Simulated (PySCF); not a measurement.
Broadened absorption spectrum of C2H13GeNSi2

C2H13GeNSi2.
SMILES: `CC[SiH2][N]([SiH3])[GeH3]`

Computed, not measured: TDDFT B3LYP/def2-SVPD, vertical, gas phase, core orbitals frozen in the response in PySCF. One conformer (not necessarily the lowest) at the PBE0-D3(BJ)/def2-SVP geometry, without solvent, vibrations or thermal averaging. The B3LYP/def2-SVPD calculation is non-relativistic and has no spin–orbit coupling, an omission that weighs most on germanium. Torsions of this conformer, `[CH3:1][CH2:2][SiH2:3][N:4]([SiH3:5])[GeH3:6]`: C1–C2–Si3–N4 178°, C2–Si3–N4–Si5 -20°.

Broadening: Gaussians 0.4 eV wide at half height, area fixed by f = 4.319×10⁻⁹ ∫ε dν̃. The cross-section is σ = 3.8235×10⁻²¹ ε cm², given in Mb (10⁻¹⁸ cm²). The width is an assumption, not a result. The curve ends short of the highest state used, and states not computed would add to its high-energy end.

(λ (nm), σ (Mb)): (192.2, 3.73), (193.1, 4.55), (194.1, 5.56), (195.0, 6.50), (196.0, 7.51), (196.9, 8.34), (197.9, 9.09), (198.8, 9.56), (199.7, 9.82), (200.7, 9.83), (201.6, 9.59), (202.6, 9.08), (203.5, 8.45), (204.5, 7.60), (205.4, 6.75), (206.4, 5.79), (207.3, 4.96), (208.3, 4.09), (209.2, 3.41), (210.2, 2.75), (211.1, 2.27), (212.1, 1.85), (213.0, 1.56), (214.0, 1.33), (214.9, 1.17), (215.8, 1.06), (216.8, 0.97), (217.7, 0.91), (218.7, 0.85), (219.6, 0.81), (220.6, 0.75), (221.5, 0.70), (222.5, 0.64), (223.4, 0.58), (224.4, 0.51), (225.3, 0.45), (226.3, 0.38), (227.2, 0.33), (228.2, 0.27), (229.1, 0.22), (230.0, 0.18), (231.0, 0.14), (231.9, 0.11), (232.9, 0.09), (233.8, 0.07), (234.8, 0.05), (235.7, 0.04), (236.7, 0.03), (237.6, 0.02), (238.6, 0.01), (239.5, 0.01), (240.5, 0.01), (241.4, 0.00), (242.4, 0.00), (243.3, 0.00), (244.2, 0.00)

Problem. Locate the maxima and give the states behind the curve.

Solution. 200 nm (6.19 eV), ε about 2600, made up of S2 (85%) and S3 (15%) (ε in L mol⁻¹ cm⁻¹; maxima over ε = 5, shares over 10%). The states used: S1 5.68 eV (f 0.0029); S2 6.17 eV (f 0.033); S3 6.32 eV (f 0.0075); S4 6.82 eV (f 0.0049); S5 6.97 eV (f 0.0050); S6 7.05 eV (f 0.0056).

Problem. What would ε be at 6.19 eV, the highest of these maxima, with half the width (0.2 eV)?

Solution. About 4630 L mol⁻¹ cm⁻¹ against 2580, a factor of about 1.8; a lone state at its own centre would give exactly 2.

Problem. On this curve, what absorbance would a 10⁻⁴ mol/L sample give at 222 nm over a 1 cm path?

Solution. 222 nm is 5.585 eV, where ε is about 170 L mol⁻¹ cm⁻¹, so A = ε c l ≈ 0.017 (Beer–Lambert, with the gas-phase spectrum and the assumed width).

Problem. Coming from long wavelengths, where does ε first pass 100 L mol⁻¹ cm⁻¹?

Solution. At about 226 nm (5.48 eV), 0.20 eV below S1.

The run took about 2.3 min of CPU time (one thread, shared machine).
